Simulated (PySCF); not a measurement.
## Levels of Pd⁴³⁺ from EOM-EA-GCCSD

Reference: closed-shell Pd⁴⁴⁺, 1s2; one electron is added. Calculated with PySCF 2.14, two-component X2C-1e with screened spin-orbit coupling, an uncontracted even-tempered set (16 s from 9.8 bohr⁻², ratio 2.6; 12 p from 13 bohr⁻², ratio 2.6; 6 d from 13 bohr⁻², ratio 2.8; 3 f from 560 bohr⁻², ratio 2.8); frozen nothing; the 32 highest virtual spinors dropped; of the others 52 kept and the rest restored at second order. No Breit or QED terms. Binding energies in eV.

```
level  Koopmans  second order  EOM-CCSD
2s1/2    6947.6        6947.8    6947.8
2p1/2    6853.5        6853.9    6853.9
2p3/2    6661.2        6661.6    6661.6
```

Electric-dipole lines between these computed levels:

| lower | upper | ΔE (eV) | vacuum wavelength (nm) |
| --- | --- | --- | --- |
| 2s1/2 | 2p1/2 | 93.925 | 13.20 |
| 2s1/2 | 2p3/2 | 286.21 | 4.332 |

For comparison, the ionisation energy of Pd⁴³⁺ is 6943.1 eV (theoretical estimate listed by NIST; NIST Atomic Spectra Database, ionization energies).

Only part of the computed levels is shown.
